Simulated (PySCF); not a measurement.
`CC[SiH2]S`, C$_{2}$H$_{8}$SSi

Molfile (atoms numbered from 1):
```
C2H8SSi
     RDKit          3D

 12 11  0  0  0  0  0  0  0  0999 V2000
   -1.6703   -0.4055    0.1324 C   0  0  0  0  0  0  0  0  0  0  0  0
   -0.1980   -0.6441    0.4571 C   0  0  0  0  0  0  0  0  0  0  0  0
    0.8679    0.9020    0.3311 Si  0  0  0  0  0  4  0  0  0  0  0  0
    2.9257    0.5131    0.8401 S   0  0  0  0  0  0  0  0  0  0  0  0
   -1.8045   -0.0184   -0.8904 H   0  0  0  0  0  0  0  0  0  0  0  0
   -2.2573   -1.3341    0.2093 H   0  0  0  0  0  0  0  0  0  0  0  0
   -2.1244    0.3255    0.8202 H   0  0  0  0  0  0  0  0  0  0  0  0
    0.2328   -1.4031   -0.2193 H   0  0  0  0  0  0  0  0  0  0  0  0
   -0.0745   -1.0453    1.4774 H   0  0  0  0  0  0  0  0  0  0  0  0
    0.4336    1.9337    1.3194 H   0  0  0  0  0  0  0  0  0  0  0  0
    0.7685    1.4755   -1.0478 H   0  0  0  0  0  0  0  0  0  0  0  0
    3.1449   -0.3084   -0.2106 H   0  0  0  0  0  0  0  0  0  0  0  0
  1  2  1  0
  2  3  1  0
  3  4  1  0
  1  5  1  0
  1  6  1  0
  1  7  1  0
  2  8  1  0
  2  9  1  0
  3 10  1  0
  3 11  1  0
  4 12  1  0
M  END
```

Theory: PySCF, GIAO PBE0/pcSseg-1 magnetisability, rotational g tensor and spin-rotation constants, non-relativistic, gas phase. Geometry: PBE0-D3(BJ)/def2-SVP.

Q: Give the nuclear spin-rotation constants along the inertial axes (H = +C I·J) beside the isotropic shieldings.

A: Rotational constants 13.9482, 1.7925, 1.6676 GHz. A star marks the isotopologue with that one atom substituted, in its own axes.
| atom | isotope | Caa (kHz) | Cbb (kHz) | Ccc (kHz) | mean (kHz) | σ (ppm) |
| --- | --- | --- | --- | --- | --- | --- |
| H5 | 1H | -1.409 | -0.131 | -0.040 | -0.527 | 30.4 |
| H6 | 1H | -0.656 | -0.068 | -0.172 | -0.299 | 29.9 |
| H7 | 1H | -1.410 | -0.121 | -0.049 | -0.527 | 30.4 |
| H8 | 1H | -1.562 | -0.102 | -0.062 | -0.575 | 30.7 |
| H9 | 1H | -1.530 | -0.113 | -0.048 | -0.564 | 30.4 |
| H10 | 1H | -1.224 | -0.080 | 0.003 | -0.434 | 26.8 |
| H11 | 1H | -1.235 | -0.078 | 0.010 | -0.434 | 26.6 |
| H12 | 1H | -1.664 | -0.176 | -0.045 | -0.628 | 31.1 |
| C1 | 13C* | 1.784 | 0.236 | 0.217 | 0.746 | 175.4 |
| C2 | 13C* | 1.739 | 0.261 | 0.236 | 0.745 | 171.4 |
| Si3 | 29Si* | -7.771 | -1.058 | -1.126 | -3.319 | 370.2 |
| S4 | 33S* | 2.493 | 0.230 | 0.210 | 0.978 | 739.9 |

For the geometry as given, no vibrational averaging.

Q: How do the rotational constants and the g tensor change when H5, H6, H7, H8, H9, H10, H11, H12 are replaced by deuterium?

A: Constants 9.4016, 1.5530, 1.4470 GHz; g -0.0103, -0.0072, -0.0083, against -0.0149, -0.0080, -0.0094 before.
